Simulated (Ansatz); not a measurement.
Consider the formal exchange of groups at a B–N bond: `OBNCS` + `C[SiH2]C` → `C[SiH2]BO` + `CNCS`.

Program: Ansatz. Geometries: PBE0-D4/def2-TZVP. ΔE: electronic, gas phase. CCSD(T)/CBS adds triple-zeta CCSD(T) − MP2 to the extrapolated MP2 energy (def2 sets, frozen cores). DFT in def2-TZVPP. B3LYP here is the variant with VWN-RPA as its local correlation; programs differ in this. One conformer a species, not always the lowest.

**Question.** Is it downhill or uphill in electronic energy at CCSD(T)/CBS, and by how much? (An estimate is asked.)

**Answer.** Computed: Uphill: ΔE = +52.1 kcal/mol.

**Question.** What do these levels give: PBE-D4, r2SCAN-D4, PBE0-D4, B3LYP-D4, PBE0, HF/def2-TZVPP, SCS-MP2/def2-TZVPP, CCSD(T)/def2-TZVPP, HF/def2-QZVPP, SCS-MP2/def2-QZVPP, HF/CBS(def2), MP2/CBS(def2)? (An estimate is asked.)

**Answer.** Computed: PBE-D4 50.9, r2SCAN-D4 53.6, PBE0-D4 51.7, B3LYP-D4 52.6, PBE0 51.2, HF/def2-TZVPP 50.9, SCS-MP2/def2-TZVPP 52.5, CCSD(T)/def2-TZVPP 51.9, HF/def2-QZVPP 50.9, SCS-MP2/def2-QZVPP 52.7, HF/CBS(def2) 50.8, MP2/CBS(def2) 54.6 kcal/mol.

Largest T1 diagnostic among the species: 0.013.

From PBE to PBE0 (25 % exact exchange), in def2-TZVPP and without D4, ΔE moves by +1.0 kcal/mol. The D4 term adds +1.1 kcal/mol with B3LYP and +0.5 kcal/mol with PBE0; it sums over pairs of atoms, weighted by their polarisabilities, and B3LYP, whose exchange is more repulsive, gets the larger term. In def2-TZVPP, CCSD(T) changes the Hartree–Fock value by +1.0 kcal/mol (the triples alone add +0.3 kcal/mol) and MP2 by +3.5 kcal/mol.
